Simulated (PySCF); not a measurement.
# Stretching NaBr

Set-up: PySCF, no relativity, basis sets Na def2-TZVPP, Br def2-TZVPP. Energies in eV from Na + Br in their ground configurations at the same level. State: ¹Σ⁺ (singlet), closed shell.

All columns are PBE0. A positive dipole means Na(−)Br(+).

```csv
R (Å),E (eV),μ (D),Mulliken charge on Na (basis-dependent),HOMO (eV),LUMO (eV),Mayer bond order,⟨S²⟩
2.163,-3.168,-7.60,0.72,-6.66,-1.47,0.56,0.00
2.264,-3.472,-7.95,0.71,-6.53,-1.55,0.57,0.00
2.364,-3.636,-8.32,0.69,-6.41,-1.63,0.59,0.00
2.440,-3.692,-8.61,0.69,-6.33,-1.70,0.60,0.00
2.515,-3.706,-8.90,0.68,-6.24,-1.76,0.61,0.00
2.591,-3.688,-9.20,0.67,-6.16,-1.83,0.61,0.00
2.691,-3.628,-9.61,0.67,-6.05,-1.92,0.62,0.00
2.817,-3.512,-10.13,0.66,-5.92,-2.03,0.61,0.00
2.968,-3.339,-10.78,0.67,-5.77,-2.17,0.60,0.00
3.169,-3.081,-11.65,0.68,-5.59,-2.35,0.58,0.00
```

A fit through these points gives, at Re = 2.507 Å, μ = -8.87 D and dμ/dR = -3.91 D/Å; the reduced mass is 17.8 u.

**Question.** How strong is the fundamental in the double-harmonic approximation, I = 42.26·(dμ/dR)²/μred km/mol?

**Answer.** I = 42.26·(-3.91)²/17.8 = 36.3 km/mol at PBE0.
